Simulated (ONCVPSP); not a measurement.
Which change was made? (Li, ONCV)

| Property | Result |
| --- | --- |
| Element | lithium |
| Generator | ONCVPSP 4.0.1 |
| Type | optimised norm-conserving Vanderbilt (ONCV) |
| Functional | PBE |
| Relativity | scalar-relativistic |
| Frozen core | none |
| Valence charge | 3 |
| Reference configuration | 1s2 2s1 |
| Partial waves | 1s+2s: rc 1.00 bohr, ncon 4, nbas 8, qcut 14.7 1/bohr, 3 projectors, debl 1 Ha; p scattering state at 0.16 Ha: rc 0.85 bohr, ncon 4, nbas 7, qcut 10.4 1/bohr, local |
| Local potential | the p channel |
| Core correction | none |

Cutoffs, loose and tight: the cutoffs (Ha) at which the residual kinetic energy of the hardest occupied pseudo-wave falls to 1 and 0.1 mHa per electron. They do not see the model core or the augmentation charge, which bear on the density cutoff. Test errors are all-electron minus pseudo excitation energies from the reference, over the configurations 1s2 2s0; 1s2 2s0.5; 1s2 2s0 2p1; 1s1 2s1; variants that change the core or the reference have their own tests.

The base gives: outcome: generated; cutoff, loose: 62 Ha; cutoff, tight: 75 Ha; bound ghosts: none; GHOST(+) flags above zero: none; largest test error (meV): +400.

Q: After one change the result is: outcome: generated; cutoff, loose: 91 Ha; cutoff, tight: 115 Ha; bound ghosts: s; GHOST(+) flags above zero: none; largest test error (meV): -247. Which change was it?
A. s: qcut 19.5
B. s: rc 0.88
C. reference 1s2 2p1; waves 1s: rc 1.00 bohr, ncon 4, nbas 8, qcut 14.7 1/bohr, 3 projectors, debl 1 Ha; 2p: rc 0.85 bohr, ncon 4, nbas 7, qcut 10.4 1/bohr, local
D. core [He], valence charge 1; reference 2s0.5 2p0.5; waves now 2s: rc 3.40 bohr, ncon 4, nbas 8, qcut 2 1/bohr, 2 projectors, debl 1.7 Ha; 2p: rc 4.00 bohr, ncon 5, nbas 9, qcut 2.2 1/bohr, 2 projectors, debl 1.1 Ha; local potential polynomial inside 3.00 bohr (lpopt 3, dvloc0 6 Ha)

A: A. The others give: s: rc 0.88 → outcome: generated; cutoff, loose: 68 Ha; cutoff, tight: 82 Ha; bound ghosts: none; GHOST(+) flags above zero: none; largest test error (meV): +302 | reference 1s2 2p1; waves 1s: rc 1.00 bohr, ncon 4, nbas 8, qcut 14.7 1/bohr, 3 projectors, debl 1 Ha; 2p: rc 0.85 bohr, ncon 4, nbas 7, qcut 10.4 1/bohr, local → outcome: generated, projector energies reset by the program; cutoff, loose: 61 Ha; cutoff, tight: 74 Ha; bound ghosts: none; GHOST(+) flags above zero: none; largest test error (meV): +392 | core [He], valence charge 1; reference 2s0.5 2p0.5; waves now 2s: rc 3.40 bohr, ncon 4, nbas 8, qcut 2 1/bohr, 2 projectors, debl 1.7 Ha; 2p: rc 4.00 bohr, ncon 5, nbas 9, qcut 2.2 1/bohr, 2 projectors, debl 1.1 Ha; local potential polynomial inside 3.00 bohr (lpopt 3, dvloc0 6 Ha) → outcome: generated; cutoff, loose: 1.7 Ha; cutoff, tight: 2.9 Ha; bound ghosts: none; GHOST(+) flags above zero: none; largest test error (meV): +4.6.
